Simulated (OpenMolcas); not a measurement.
**Ti3+ in a point-charge field**

Ti3+ among 6 point charges of -2.2 e arranged as an octahedron (Oh), 1.64 Å from the ion. The active orbitals were held to one l.

```yaml
Program: OpenMolcas
Method: CASSCF
Basis: ANO-RCC-VDZP [5s4p2d1f]
Scalar_Hamiltonian: DKH2, point nucleus
Active_space: 1 electron in 5 orbitals (3d)
State_averaging: 2S+1 = 2 even, 5 roots
Spin-orbit_coupling: state interaction with AMFI integrals over the reference wave functions
```

The lowest spin-free states (labels of O, the rotations of Oh), above the lowest:

| State | Degeneracy | E (cm-1) | Free-ion L (%) |
| --- | --- | --- | --- |
| 2T2 | 3 | 0.0 | D (100) |
| 2E | 2 | 25488 | D (100) |

The lowest levels with spin-orbit coupling:

```csv
E (cm-1),Degeneracy,Label,2S+1,g
0.0,4,Γ8,2,
145.2,2,Γ7,2,2.00 2.00 2.00
25538,4,Γ8,2,
```

Powder χT (cm3 K/mol): 0.00723 at 2 K, 0.0359 at 10 K, 0.178 at 50 K, 0.318 at 100 K, 0.454 at 200 K, 0.511 at 300 K. The effective moment at 300 K is 2.828 √(χT) = 2.02 μB.

The lowest level has 2S+1 = 2, for which the spin-only value is χT = S(S+1) / 2 = 0.375 cm3 K/mol (g = 2). The computed 0.511 at 300 K differs by +0.136, through orbital momentum, spin-orbit coupling and any other state in reach. With a threefold ground state the orbital momentum is unquenched, so the spin-only value is not expected to hold.

The gap between the two states is 10Dq = 25488 cm-1.

An orbital triplet at a regular site is open to Jahn-Teller coupling, which can distort the site and quench the lowest spin-orbit gaps and is left out. This is an electrostatic model: the charges have no orbitals. No measured value stands beside these numbers.
